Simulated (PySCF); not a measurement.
C₄H₃BrClF.

```xyz
10

C      3.1290    -0.6067    -1.0329
C      1.8992    -0.7383    -0.6139
C      0.6610    -0.8651    -0.2044
Cl     0.2080    -1.9838     1.0663
C     -0.4842    -0.0848    -0.7782
F     -0.1192     0.5437    -1.9161
Br    -1.1333     1.2692     0.5225
H      3.5197    -1.2138    -1.8581
H      3.8102     0.1197    -0.5741
H     -1.3581    -0.7258    -0.9602
```

Geometry optimised at B3LYP-D3(BJ)/def2-SVP. The structure was generated by enumeration; whether it is a known compound was not checked. Other conformers were not sampled.

All values below come from KT2/pcSseg-1 run with PySCF. Non-relativistic, no solvent.

Q: Give the absolute GIAO shielding of each atom: isotropic value and principal components (ppm). (The exact figures need the calculation; the answer reports its results.)

A: 
| atom | σ(iso) | σ11 | σ22 | σ33 | span |
|---|---|---|---|---|---|
| C1 | 94.4 | 10.6 | 109.0 | 163.5 | 152.9 |
| C2 | -22.0 | -33.1 | -26.1 | -6.6 | 26.5 |
| C3 | 70.4 | 17.7 | 80.5 | 113.1 | 95.3 |
| Cl4 | 712.4 | 560.5 | 630.4 | 946.1 | 385.6 |
| C5 | 72.7 | 24.0 | 79.4 | 114.6 | 90.6 |
| F6 | 294.1 | 225.3 | 292.8 | 364.3 | 139.0 |
| Br7 | 1793.3 | 1101.5 | 1387.1 | 2891.2 | 1789.7 |
| H8 | 25.4 | 23.5 | 23.6 | 29.1 | 5.6 |
| H9 | 25.4 | 23.3 | 23.9 | 28.9 | 5.6 |
| H10 | 24.3 | 21.3 | 22.5 | 29.2 | 7.9 |
